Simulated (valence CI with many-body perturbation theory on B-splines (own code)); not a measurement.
La50+: calculated level list

Level of theory: valence CI with perturbative core correlation (CI+MBPT): five valence electrons over a frozen Dirac-Fock core [He], a basis of 9 s, 9 p, 8 d, 6 f, 3 g, 1 h functions for each j, with the one-electron correlation potential Σ1 (screened to all orders), the two-electron term Σ2, the three-electron term Σ3, Breit, model QED; selected single and double excitations, second order for the rest (own B-spline code, finite nucleus).

The last digits are not significant, and no measured levels were compared; by estimate large intervals hold to a few tenths of a per cent, small ones and those within an open d or f shell to about a per cent. Among the levels kept, up to 1200 cm⁻¹ of a level comes from second order outside the variational space, and about a tenth of that is noise between levels of different J, which matters for small intervals.

Levels 46 to 77 of 77, with energies above the lowest level, (2s^2 2p1/2^2 2p3/2) J=3/2. "Leading %" is the weight of the configuration and term that name the level; weights of strongly mixed levels are sums over their largest components and can fall short. In the jj column 3d3/2^4 stands for four electrons in 3d with j = 3/2.

```
No.  Configuration  Term    J  E (eV)  Leading %     Second component                      Leading jj
 46     2s2 2p2 3d    2D  5/2  5857.4         26   25 % 2s2 2p2 3d 2F   2s^2 2p1/2 2p3/2 3d3/2 (74 %)
 47     2s2 2p2 3d    2D  3/2  5859.2         44   22 % 2s2 2p2 3d 2P   2s^2 2p1/2 2p3/2 3d3/2 (86 %)
 48     2s2 2p2 3d    4D  7/2  5859.6         47   35 % 2s2 2p2 3d 4F   2s^2 2p1/2 2p3/2 3d5/2 (98 %)
 49     2s2 2p2 3d    4P  1/2  5864.5         33   31 % 2s2 2p2 3d 2P   2s^2 2p1/2 2p3/2 3d3/2 (93 %)
 50     2s2 2p2 3d    2P  3/2  5874.6         36   34 % 2s2 2p2 3d 4P   2s^2 2p1/2 2p3/2 3d5/2 (91 %)
 51     2s2 2p2 3d    2G  9/2  5877.0         62   38 % 2s2 2p2 3d 4F  2s^2 2p1/2 2p3/2 3d5/2 (100 %)
 52     2s2 2p2 3d    2F  5/2  5877.0         41   28 % 2s2 2p2 3d 4D   2s^2 2p1/2 2p3/2 3d5/2 (88 %)
 53     2s2 2p2 3d    2D  5/2  5890.4         61   22 % 2s2 2p2 3d 4P   2s^2 2p1/2 2p3/2 3d5/2 (94 %)
 54     2s2 2p2 3d    2F  7/2  5897.0         66   17 % 2s2 2p2 3d 2G   2s^2 2p1/2 2p3/2 3d5/2 (96 %)
 55      2s 2p3 3p    2P  1/2  5899.5         30    18 % 2s 2p3 3p 4D   2s 2p1/2^2 2p3/2 3p1/2 (89 %)
 56     2s2 2p2 3d    2D  3/2  5899.9         54   29 % 2s2 2p2 3d 2P   2s^2 2p1/2 2p3/2 3d5/2 (95 %)
 57      2s 2p3 3p    2D  3/2  5900.4         34    22 % 2s 2p3 3p 4F   2s 2p1/2^2 2p3/2 3p1/2 (91 %)
 58     2s2 2p2 3d    2P  1/2  5903.9         62   30 % 2s2 2p2 3d 2S   2s^2 2p1/2 2p3/2 3d5/2 (95 %)
 59      2s 2p3 3p    4D  7/2  5957.1         47    32 % 2s 2p3 3p 6P   2s 2p1/2^2 2p3/2 3p3/2 (97 %)
 60      2s 2p3 3p    4P  3/2  5964.2         33    24 % 2s 2p3 3p 2P   2s 2p1/2^2 2p3/2 3p3/2 (98 %)
 61      2s 2p3 3p    4P  5/2  5977.2         37    22 % 2s 2p3 3p 2D   2s 2p1/2^2 2p3/2 3p3/2 (97 %)
 62      2s 2p3 3p    2P  1/2  5981.0         37    29 % 2s 2p3 3p 4P   2s 2p1/2^2 2p3/2 3p3/2 (97 %)
 63     2s2 2p2 3s    4P  5/2  6006.7         61   36 % 2s2 2p2 3s 2D          2s^2 2p3/2^2 3s (97 %)
 64     2s2 2p2 3s    2P  3/2  6014.2         53   35 % 2s2 2p2 3s 2D          2s^2 2p3/2^2 3s (98 %)
 65      2s 2p3 3p    2D  5/2  6027.4         29    18 % 2s 2p3 3p 4P   2s 2p1/2^2 2p3/2 3p3/2 (97 %)
 66      2s 2p3 3d   4D°  5/2  6031.2         30   23 % 2s 2p3 3d 6D°   2s 2p1/2^2 2p3/2 3d3/2 (97 %)
 67      2s 2p3 3d   6D°  3/2  6034.5         29   19 % 2s 2p3 3d 4P°   2s 2p1/2^2 2p3/2 3d3/2 (98 %)
 68      2s 2p3 3d   4F°  7/2  6036.4         24   22 % 2s 2p3 3d 6D°   2s 2p1/2^2 2p3/2 3d3/2 (88 %)
 69      2s 2p3 3d   4P°  1/2  6036.6         45   33 % 2s 2p3 3d 6D°   2s 2p1/2^2 2p3/2 3d3/2 (98 %)
 70      2s 2p3 3p    2P  3/2  6038.8         31    16 % 2s 2p3 3p 4D   2s 2p1/2^2 2p3/2 3p3/2 (98 %)
 71      2s 2p3 3p    4P  1/2  6042.2         41    14 % 2s 2p3 3p 2S   2s 2p1/2^2 2p3/2 3p3/2 (95 %)
 72     2s2 2p2 3s    2S  1/2  6053.7         66   19 % 2s2 2p2 3s 4P          2s^2 2p3/2^2 3s (95 %)
 73      2s 2p3 3d   4F°  9/2  6061.4         48   33 % 2s 2p3 3d 6D°   2s 2p1/2^2 2p3/2 3d5/2 (98 %)
 74      2s 2p3 3d   4D°  5/2  6079.8         32   21 % 2s 2p3 3d 2D°   2s 2p1/2^2 2p3/2 3d5/2 (97 %)
 75      2s 2p3 3d   4D°  3/2  6080.1         26   14 % 2s 2p3 3d 4P°   2s 2p1/2^2 2p3/2 3d5/2 (66 %)
 76      2s 2p3 3d   4D°  7/2  6087.9         41   26 % 2s 2p3 3d 2F°   2s 2p1/2^2 2p3/2 3d5/2 (88 %)
 77     2s2 2p2 3p   2P°  3/2  6090.1         26  25 % 2s2 2p2 3p 4P°       2s^2 2p3/2^2 3p1/2 (97 %)
```

Where two levels of one J and parity lie close, their mixing, g and order are uncertain.
